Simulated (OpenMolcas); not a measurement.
# neutral arsenic: thermal populations, Slater's ratio, worked from levels

| Property | Result |
| --- | --- |
| Program | OpenMolcas 26.06 |
| Basis | ANO-RCC-VTZP [6s5p3d1f] |
| Scalar Hamiltonian | DKH2, point nucleus |
| Active space | 3 electrons in 3 orbitals (4p) |
| State averaging | 2S+1 = 4 odd, 1 root; 2S+1 = 2 odd, 8 roots |
| Spin-orbit coupling | state interaction with AMFI integrals over the reference wave functions, term energies averaged over their components |

Methods: CASSCF; SS-CASPT2, IPEA 0.25 Eh, imaginary shift 0.1 Eh (closed shells correlated: 3d 4s). Measured levels: NIST Handbook of Basic Atomic Spectroscopic Data.

**Thermal populations.** Z = Σ (2J + 1) exp(-E/kT) with k = 0.695035 cm-1/K, over the levels below. No other level of either list lies under 50600 cm-1, which is above 7 kT at each temperature.

```csv
Level,2J + 1,SS-CASPT2,measured
4s² 4p³ ⁴S°_3/2,4,0.0,0.0
4s² 4p³ ²D°_3/2,4,11590,10593
4s² 4p³ ²D°_5/2,6,11800,10915
4s² 4p³ ²P°_1/2,2,19870,18186
4s² 4p³ ²P°_3/2,4,20150,18648
```

| T (K) | Z, SS-CASPT2 | Z, measured levels | Ground level (%), SS-CASPT2 | Ground level (%), measured levels |
| --- | --- | --- | --- | --- |
| 5000 | 4.362 | 4.479 | 91.7 | 89.3 |
| 8000 | 5.379 | 5.654 | 74.4 | 70.8 |

At 8000 K, kT = 5560 cm-1, and the computed levels give Z = 4.000 + 0.498 + 0.719 + 0.056 + 0.107 = 5.379.

**Slater's ratio.** With one set of orbitals, p3 has ²D° - ⁴S° = 9 F2 and ²P° - ²D° = 6 F2 (F2 = F²/25), a ratio of 2/3. Term energies are centres of gravity, weighted by 2J + 1.

| Source | ²D° - ⁴S° | ²P° - ⁴S° | F2 from the first | Ratio |
| --- | --- | --- | --- | --- |
| CASSCF | 14640 | 24445 | 1627 | 0.670 |
| SS-CASPT2 | 11715 | 20059 | 1302 | 0.712 |
| measured | 10786 | 18494 | 1198 | 0.715 |

Energies in cm-1. A ratio away from 2/3 shows effects beyond one configuration with one set of orbitals, and in heavier atoms second-order spin-orbit shifts.

CASPT2 breaks the degeneracy within a term, and the mean is taken; among the terms shown or strongly mixed into the levels shown the widest spread is 170 cm-1 (4s² 4p³ ²D°, SS-CASPT2). With the s shell closed, the reference lacks s² → p² mixing. Without dynamic correlation excited terms often stand tens of per cent too high (terms of higher spin than the ground term too low), and those without a measured partner can miss by more than the paired ones (holds for CASSCF). Measured partners are found by configuration, term and J. A level has none where our copy of the source lacks it or the pairing is in doubt (some pairs that miss far off the trend of their configuration count as doubtful), and it then counts in no deviation. Only configurations of the active space appear.

° marks odd parity.
